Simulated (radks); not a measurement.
Trend from Lu+ to Hg+: ionisation energy by Delta-SCF between NIST ground configurations, and size. Calculated with a radial shooting solver on a logarithmic mesh with Libxc functionals: Dirac Kohn-Sham, PBEsol, spin-unpolarised, spherical densities, finite nucleus; open shells fill j = l - 1/2 first; Fermi nuclear charge, rms radius of each element as measured or else 0.836 A^(1/3) + 0.57 fm.

[
 {"species": "Lu+", "configuration": "[Xe] 4f14 6s2", "IE (eV)": "14.288", "NIST (eV)": "14.13", "kind": "semi-emp.", "-e(HOMO) (eV)": "11.081 (6s1/2)", "outermost": "6s1/2", "<r> outermost (bohr)": "3.26", "r at 0.001 e/bohr^3 (bohr)": "4.62"},
 {"species": "Hf+", "configuration": "[Xe] 4f14 5d1 6s2", "IE (eV)": "15.269", "NIST (eV)": "14.61", "kind": "theory", "-e(HOMO) (eV)": "10.997 (5d3/2)", "outermost": "6s1/2", "<r> outermost (bohr)": "3.11", "r at 0.001 e/bohr^3 (bohr)": "4.57"},
 {"species": "Ta+", "configuration": "[Xe] 4f14 5d3 6s1", "IE (eV)": "14.858", "NIST (eV)": "16.2", "kind": "semi-emp.", "-e(HOMO) (eV)": "10.705 (5d3/2)", "outermost": "6s1/2", "<r> outermost (bohr)": "3.07", "r at 0.001 e/bohr^3 (bohr)": "4.36"},
 {"species": "W+", "configuration": "[Xe] 4f14 5d4 6s1", "IE (eV)": "15.548", "NIST (eV)": "16.4", "kind": "semi-emp.", "-e(HOMO) (eV)": "11.956 (5d3/2)", "outermost": "6s1/2", "<r> outermost (bohr)": "2.96", "r at 0.001 e/bohr^3 (bohr)": "4.29"},
 {"species": "Re+", "configuration": "[Xe] 4f14 5d5 6s1", "IE (eV)": "16.227", "NIST (eV)": "16.6", "kind": "semi-emp.", "-e(HOMO) (eV)": "12.387 (5d5/2)", "outermost": "6s1/2", "<r> outermost (bohr)": "2.86", "r at 0.001 e/bohr^3 (bohr)": "4.22"},
 {"species": "Os+", "configuration": "[Xe] 4f14 5d6 6s1", "IE (eV)": "16.850", "NIST (eV)": "17", "kind": "semi-emp.", "-e(HOMO) (eV)": "13.105 (6s1/2)", "outermost": "6s1/2", "<r> outermost (bohr)": "2.78", "r at 0.001 e/bohr^3 (bohr)": "4.15"},
 {"species": "Ir+", "configuration": "[Xe] 4f14 5d7 6s1", "IE (eV)": "17.431", "NIST (eV)": "17.0", "kind": "semi-emp.", "-e(HOMO) (eV)": "13.554 (6s1/2)", "outermost": "6s1/2", "<r> outermost (bohr)": "2.70", "r at 0.001 e/bohr^3 (bohr)": "4.08"},
 {"species": "Pt+", "configuration": "[Xe] 4f14 5d9", "IE (eV)": "19.357", "NIST (eV)": "18.6", "kind": "exp.", "-e(HOMO) (eV)": "13.757 (5d5/2)", "outermost": "5d5/2", "<r> outermost (bohr)": "1.68", "r at 0.001 e/bohr^3 (bohr)": "3.84"},
 {"species": "Au+", "configuration": "[Xe] 4f14 5d10", "IE (eV)": "20.576", "NIST (eV)": "20.20", "kind": "exp.", "-e(HOMO) (eV)": "14.759 (5d5/2)", "outermost": "5d5/2", "<r> outermost (bohr)": "1.60", "r at 0.001 e/bohr^3 (bohr)": "3.78"},
 {"species": "Hg+", "configuration": "[Xe] 4f14 5d10 6s1", "IE (eV)": "19.004", "NIST (eV)": "18.757", "kind": "exp.", "-e(HOMO) (eV)": "14.759 (6s1/2)", "outermost": "6s1/2", "<r> outermost (bohr)": "2.50", "r at 0.001 e/bohr^3 (bohr)": "3.89"}
]

Reference values: NIST Atomic Spectra Database (exp. = measured, semi-emp. = semi-empirical, theory = theoretical value adopted there). Spin polarisation and multiplet splitting are left out, so open shells lie too high by an amount that depends on their filling.

Beside tabulated values, note that spin-unpolarised runs miss the spin-polarisation part of the exchange energy of open shells.
